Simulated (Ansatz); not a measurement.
One change: `O[SiH](Cl)[GeH3]` becomes `N[SiH](O)Cl`.

Ansatz, PBE0-D4/def2-TZVP geometries, multiplicity 1. Each molecule was computed in one conformer, which needn't be the lowest.

Scalar relativity is left out up to krypton.

```json
{"property": "HOMO–LUMO gap (PBE0/def2-TZVPP) / eV", "`O[SiH](Cl)[GeH3]`": "7.67"}
{"property": "HOMO energy (B3LYP/def2-TZVPP) / eV", "`O[SiH](Cl)[GeH3]`": "-7.78"}
{"property": "LUMO energy (ωB97M-V/def2-TZVPP) / eV", "`O[SiH](Cl)[GeH3]`": "1.42"}
{"property": "HOMO–LUMO gap (PBE/def2-TZVPP) / eV", "`O[SiH](Cl)[GeH3]`": "5.64"}
{"property": "HOMO energy (ωB97M-V/def2-TZVPP) / eV", "`O[SiH](Cl)[GeH3]`": "-10.02"}
{"property": "HOMO–LUMO gap (ωB97M-V/def2-TZVPP) / eV", "`O[SiH](Cl)[GeH3]`": "11.44"}
```

Task: What does the change do to each property? (Estimate.)

Result: Computed: 
| property | `N[SiH](O)Cl` | shift |
| --- | --- | --- |
| HOMO–LUMO gap (PBE0/def2-TZVPP) / eV | 8.71 | 1.04 |
| HOMO energy (B3LYP/def2-TZVPP) / eV | -7.73 | 0.05 |
| LUMO energy (ωB97M-V/def2-TZVPP) / eV | 2.16 | 0.74 |
| HOMO–LUMO gap (PBE/def2-TZVPP) / eV | 6.37 | 0.73 |
| HOMO energy (ωB97M-V/def2-TZVPP) / eV | -10.37 | -0.35 |
| HOMO–LUMO gap (ωB97M-V/def2-TZVPP) / eV | 12.53 | 1.09 |

B3LYP here is the variant with VWN-RPA as its local correlation; programs differ in this.
